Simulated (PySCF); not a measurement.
# C₆ coefficients of unlike pairs at PBE0

Calculated with PySCF 2.14 from the dipole response of each species, C₆(A,B) = (3/π) ∫ α_A(iu) α_B(iu) du, in atomic units, from isotropic polarisabilities. For ions this is the dispersion term alone; charge-induced terms of lower order in 1/R come first.

| species | configuration | basis | relativity | α (bohr³) | C₆ (like pair) |
| --- | --- | --- | --- | --- | --- |
| Ga²⁺ | [Ar] 3d10 4s1 (2S) | aug-cc-pV5Z-PP with ECP10MDF (8s7p6d4f3g2h) | core potential | 9.904 | 29.55 |
| F³⁺ | [He] 2s2 2p2 (3P) | aug-cc-pVDZ (4s3p2d) | none | 0.9424 | 0.8344 |
| In | [Kr] 4d10 5s2 5p1 (2P) | x2c-TZVPPall with one added diffuse shell each of s, p, d, f type (9s7p5d3f) | spin-free X2C | 75.15 | 779.5 |
| Ti²⁺ | [Ar] 3d2 (3F) | x2c-QZVPPall with one added diffuse shell each of s, p, d, f, g type (12s8p6d4f3g) | spin-free X2C | 4.904 | 14.68 |

(1) Estimate C₆ for In with F³⁺.

No spin-orbit coupling is included.

The other pairs:

| pair | C₆ |
| --- | --- |
| Ti²⁺, F³⁺ | 3.464 |
| Ti²⁺, In | 88.37 |
| In, Ga²⁺ | 144.5 |
| Ti²⁺, Ga²⁺ | 19.75 |
| F³⁺, Ga²⁺ | 4.459 |

Results:

(1) The integral gives 19.13. The combination rule 2 C_A C_B / (C_A α_B/α_A + C_B α_A/α_B) gives 17.05 and the geometric mean 25.50.
